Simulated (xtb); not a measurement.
xtb input (GFN2-xTB):

```bash
xtb mol.xyz --gfn 2 --ohess tight --chrg -1 --uhf 0
```
mol.xyz:
```
11

C     -1.97220592    -0.91029915    -0.05283330
Si    -1.02717852     0.66902627    -0.15807434
O      0.49851916     0.50572956     0.47749599
Si     1.84535518    -0.44588045    -0.11760703
H     -1.42055077    -1.73059748    -0.67582800
H     -2.08047280    -1.34545860     0.93056453
H     -2.96495309    -0.77104928    -0.48306609
H     -1.05511901     1.18928672    -1.55711527
H     -1.75262024     1.65406948     0.68433014
H      2.12817123    -1.24382743     1.20254544
H      3.00573729     0.60782853     0.20842293
```

End of the output:

```
       2     93.89    -1.06655 ( 92.56%)    -0.86959 (  7.44%)    -1.05189
       3    116.02    -0.94381 ( 96.67%)    -0.80696 (  3.33%)    -0.93925
       4    122.48    -0.91258 ( 97.30%)    -0.79092 (  2.70%)    -0.90930
       5    217.33    -0.59070 ( 99.72%)    -0.62113 (  0.28%)    -0.59078
   ------------------------------------------------------------------------

   temp. (K)  partition function   enthalpy   heat capacity  entropy
                                   cal/mol     cal/K/mol   cal/K/mol   J/K/mol
 298.15  VIB   121.                 3001.779     18.672     19.317
         ROT  0.111E+06              888.752      2.981     26.073
         INT  0.134E+08             3890.531     21.652     45.390
         TR   0.843E+27             1481.254      4.968     39.427
         TOT                        5371.7850    26.6206    84.8165   354.8722

       T/K    H(0)-H(T)+PV         H(T)/Eh          T*S/Eh         G(T)/Eh
   ------------------------------------------------------------------------
    298.15    0.856048E-02    0.792461E-01    0.402991E-01    0.389470E-01
   ------------------------------------------------------------------------

         :::::::::::::::::::::::::::::::::::::::::::::::::::::
         ::                  THERMODYNAMIC                  ::
         :::::::::::::::::::::::::::::::::::::::::::::::::::::
         :: total free energy         -13.421937373545 Eh   ::
         ::.................................................::
         :: total energy              -13.460884397630 Eh   ::
         :: zero point energy           0.070685593045 Eh   ::
         :: G(RRHO) w/o ZPVE           -0.031738568960 Eh   ::
         :: G(RRHO) contrib.            0.038947024085 Eh   ::
         :::::::::::::::::::::::::::::::::::::::::::::::::::::

optimized geometry written to: xtbopt.xyz

           -------------------------------------------------
          | TOTAL ENERGY              -13.460884397630 Eh   |
          | TOTAL ENTHALPY            -13.381638320344 Eh   |
          | TOTAL FREE ENERGY         -13.421937373545 Eh   |
          | GRADIENT NORM               0.000240923276 Eh/α |
          | HOMO-LUMO GAP               2.921580584620 eV   |
           -------------------------------------------------

------------------------------------------------------------------------
------------------------------------------------------------------------
 total:
 SCF:
 ANC optimizer:
 analytical hessian:
```

It need not be the lowest isomer of its formula. Whether it binds its extra electron was not tested at this geometry.
